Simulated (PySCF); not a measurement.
HSSi, SMILES [Si]=[SH+] (connectivity only; charge and spin as stated), charge +1, multiplicity 1. Atoms are numbered in the order given.

```xyz
3

Si    -0.0016     1.1230     0.0000
S     -0.0789    -0.9268     0.0000
H      1.2848    -0.8922     0.0000
```
Charge +1, spin multiplicity 1.

The structure is a stationary point at PBE0-D3(BJ)/def2-TZVP. The isomer is the one that the SMILES or the coordinates give; other isomers of the formula were not compared.

Vertical ionisation energy (IE) and electron affinity (EA) in eV. Rows of orbital energies are one-electron estimates. Where ΔSCF, EOM or ADC give a negative EA the extra electron is unbound and the value depends on the basis.

```
level                                             IE     EA
---------------------------------------------  -----  -----
−ε(HOMO), −ε(LUMO), PBE/def2-TZVPD (PySCF)     13.71  10.45
−ε(HOMO), −ε(LUMO), M06-2X/def2-TZVPD (PySCF)  15.81   8.61
EOM-CCSD/aug-cc-pVDZ (PySCF)                   17.27   7.12
ADC(2)/aug-cc-pVDZ (PySCF)                         …      …
```

Task: What belongs in the gaps? (The exact figures need the calculation; the answer reports its results.)

Result: 
- ADC(2)/aug-cc-pVDZ (PySCF), IE: 16.99
- ADC(2)/aug-cc-pVDZ (PySCF), EA: 7.36

Task: Beyond the first one, list the lowest photoelectron lines from ADC(2)/aug-cc-pVDZ (PySCF 2.14.0) with their pole strengths (two spins summed). (Estimate from the structure and the level; the computed values follow.)

Result: 20.18 eV (1.77), 22.34 eV (1.74).
